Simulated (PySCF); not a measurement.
Numbering as in the mapped SMILES `[CH3:1][n:2]1[n:3][c:4]([C:5]([F:6])([F:7])[F:8])[cH:9][c:10]1[Cl:11]` (H(Xn): hydrogen on atom n).

Theory: coordinates at the GFN2-xTB level, NMR shieldings at PBE0/pcSseg-1/GIAO, in PySCF 2.14 (a single conformation, equivalent nuclei averaged, in vacuum, non-relativistic Hamiltonian).

Referencing at the same level of theory: 13C, 1H against TMS; 15N against NH3; CFCl3 for 19F; 35Cl vs HCl.

| atoms | nucleus | count | Hirshfeld charge | δ (ppm) |
| --- | --- | --- | --- | --- |
| N3 | 15N | 1 | -0.13 | 351.3 |
| Cl11 | 35Cl | 1 | 0.01 | 173 |
| F6/F7/F8 | 19F | 3 | -0.10 | -77.6 |
| N2 | 15N | 1 | 0.05 | ? |
| H(C1) | 1H | 3 | 0.06 | 3.99 |
| H(C9) | 1H | 1 | 0.06 | 6.68 |
| C10 | 13C | 1 | 0.04 | 136.3 |
| C4 | 13C | 1 | -0.02 | 146.9 |
| C9 | 13C | 1 | -0.10 | ? |
| C5 | 13C | 1 | 0.26 | 130.3 |
| C1 | 13C | 1 | -0.06 | ? |

Estimate the values marked ?.

Results:


- C9: 112.4 ppm, aromatic CH
- C1: 38.6 ppm, methyl carbon bonded to N; deshielded by the electronegative neighbour
- N2: 230.9 ppm, pyrrole-type ring nitrogen

Carbons that carry Cl, above all several Cl atoms, come out too deshielded, partly because spin–orbit coupling is missing. Shifts are as computed. Against solution values, carbons near 30 ppm lie about +3 ppm off and those near 130 ppm about +5 ppm; carbons on Cl a further +6 ppm. Of 1211 compounds with measured shifts, 218 miss one by over three times the rms of a fit or turn the order of signals round; such compounds aren't used in these exercises. Unscaled 19F shifts against computed CFCl3 carry errors that often reach 10 to 50 ppm. Experimental scales use liquid or dissolved standards, which lie at an offset from isolated NH3 (liquid NH3: subtract about 20 ppm). Unscaled 15N shifts of sp2 nitrogen come out 20 to 40 ppm too high even then.
